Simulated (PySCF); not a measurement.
Identify the unknown among the candidates.

All candidates are C4H8F2O2Si.

| technique | computed result |
| --- | --- |
| 1H NMR | chemical shifts (computed TMS as zero) by class: 4.86 (2 H), 4.83 (2 H), 4.74 (3 H), 2.44 (1 H) ppm [GIAO KT3/pcSseg-1] |
| Dipole | 2.63 D [CAM-B3LYP/def2-SVPD] |
| UV, first state | lowest singlet excitation: 5.87 eV (211 nm, f = 0.001) [TDDFT CAM-B3LYP/def2-SVPD] |
| UV, strongest line | among the 10 lowest singlet transitions: S4 at 8.24 eV (150 nm, f = 0.100) [TDDFT CAM-B3LYP/def2-SVPD] |
| 13C NMR | chemical shifts (computed TMS as zero) by class: 164.1 (1 C), 78.9 (2 C), 48.1 (1 C) ppm [GIAO KT3/pcSseg-1] |
| Rotational structure | rotational constants A, B, C: 2.599, 0.737, 0.640 GHz [PBE0-D3(BJ)/def2-SVP] |

The electronic properties come from PySCF, for the isolated species, density fitting. Levels stand in brackets. Geometry: PBE0-D3(BJ)/def2-SVP, one conformer, isolated molecule. NMR values are class means; diastereotopic atoms form classes of their own.

Problem. Which candidate is it?
A. `FC(F)O[C@@H]1CCO[SiH2]1`
B. `FC(F)O[C@H]1CC[SiH2]O1`
C. `FC[C@@H]1O[SiH2]O[C@H]1CF`
D. `O=C(O[SiH3])C(CF)CF`
E. `FC(F)[C@H]1CCO[SiH2]O1`

Solution. D. It is `O=C(O[SiH3])C(CF)CF`. Numbering: `[O:1]=[C:2]([O:3][SiH3:4])[CH:5]([CH2:6][F:7])[CH2:8][F:9]`. Its formula, C4H8F2O2Si, gives 1 degree of unsaturation: 0 rings and 1 π bond in the structure found. 4 carbons fall into 3 classes; from least to most shielded: carbonyl carbon [C2] (164.1 ppm), sp3 C–F carbon [C6/C8] (78.9 ppm, 2 C), sp3 carbon next to a carbonyl [C5] (48.1 ppm). Hydrogen classes from least to most shielded: 2 H on 2 sp3 C–F carbons, C6/C8 (4.86 ppm), 2 H on 2 sp3 C–F carbons, C6/C8 (4.83 ppm), 3 H on an oxygen-bound silicon, Si4 (4.74 ppm), 1 H on an sp3 carbon next to a carbonyl, C5 (2.44 ppm). The optimised geometry has point group C1 and is an asymmetric top.

The others, at the same levels:
- `FC(F)[C@H]1CCO[SiH2]O1` fails: it has 4 carbon classes against 3; its computed 13C shifts are 118.7 (1 C), 73.1 (1 C), 65.0 (1 C), 31.7 (1 C) ppm, 1H shifts are 6.10 (1 H), 5.22 (1 H), 4.81 (1 H), 4.67 (1 H), 3.97 (1 H), 3.89 (1 H), 2.29 (1 H), 1.77 (1 H) ppm and lowest singlet excitation is 7.29 eV (170 nm, f = 0.001) (against 5.87 eV).
- `FC(F)O[C@@H]1CCO[SiH2]1` fails: it has 4 carbon classes against 3; its computed 13C shifts are 123.4 (1 C), 70.9 (1 C), 69.2 (1 C), 38.4 (1 C) ppm, 1H shifts are 5.85 (1 H), 4.99 (1 H), 4.95 (1 H), 4.19 (1 H), 4.15 (1 H), 3.76 (1 H), 2.56 (1 H), 1.42 (1 H) ppm and lowest singlet excitation is 7.06 eV (176 nm, f = 0.004) (against 5.87 eV).
- `FC[C@@H]1O[SiH2]O[C@H]1CF` fails: it has 2 carbon classes against 3; its computed 13C shifts are 85.2 (2 C), 76.1 (2 C) ppm, 1H shifts are 5.09 (2 H), 4.44 (2 H), 4.38 (2 H), 4.12 (2 H) ppm and lowest singlet excitation is 7.16 eV (173 nm, f = 0.001) (against 5.87 eV).
- `FC(F)O[C@H]1CC[SiH2]O1` fails: it has 4 carbon classes against 3; its computed 13C shifts are 117.8 (1 C), 99.6 (1 C), 35.0 (1 C), 6.7 (1 C) ppm, 1H shifts are 6.36 (1 H), 5.60 (1 H), 5.02 (1 H), 4.89 (1 H), 2.27 (1 H), 1.57 (1 H), 1.42 (1 H), 0.88 (1 H) ppm and lowest singlet excitation is 7.56 eV (164 nm, f = 0.004) (against 5.87 eV).

Each candidate is one conformer, not necessarily the lowest. The conformers computed, where there is a choice (atom-mapped SMILES and torsion angles):
- `[O:1]=[C:2]([O:3][SiH3:4])[CH:5]([CH2:6][F:7])[CH2:8][F:9]`: O1–C2–O3–Si4 -1°, O1–C2–C5–C6 7°, C2–C5–C6–F7 -175°, C2–C5–C8–F9 -59°

The conformers of `FC(F)[C@H]1CCO[SiH2]O1`, `FC(F)O[C@@H]1CCO[SiH2]1`, `FC[C@@H]1O[SiH2]O[C@H]1CF` and `FC(F)O[C@H]1CC[SiH2]O1` aren't listed.
